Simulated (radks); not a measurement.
Values are calculated unless marked as measured or tabulated.
Charge is removed step by step from the 5s up level of Cd+, starting from [Kr] 4d10 5s(up 1, down 0). Level of theory: scalar-relativistic Kohn-Sham, PBE, spin-polarised, spherical densities, finite nucleus; Fermi nuclear charge, rms radius 4.6087 fm (a radial shooting solver on a logarithmic mesh with Libxc functionals).

removed (e),E - E(0) (eV),eigenvalue (eV),E minus straight line (eV)
0,0.000,-13.473,0.000
0.25,3.606,-15.385,-0.732
0.5,7.694,-17.333,-0.982
0.75,12.274,-19.316,-0.740
1,17.352,-21.313,0.000

Removing the whole electron costs 17.352 eV by Delta-SCF, against 13.473 eV from minus the eigenvalue at the starting occupation. Slater's transition state (half an electron removed) gives 17.333 eV. Integrating minus the eigenvalue over the occupation (Janak's theorem) gives 17.355 eV. In this scalar-relativistic scheme the density is built from large components alone, so the theorem holds only approximately. The mean slope of the eigenvalue, de/dn, is 7.84 eV per electron. Ionisation energy of Cd+ in the NIST Atomic Spectra Database: 16.908 eV (measured).
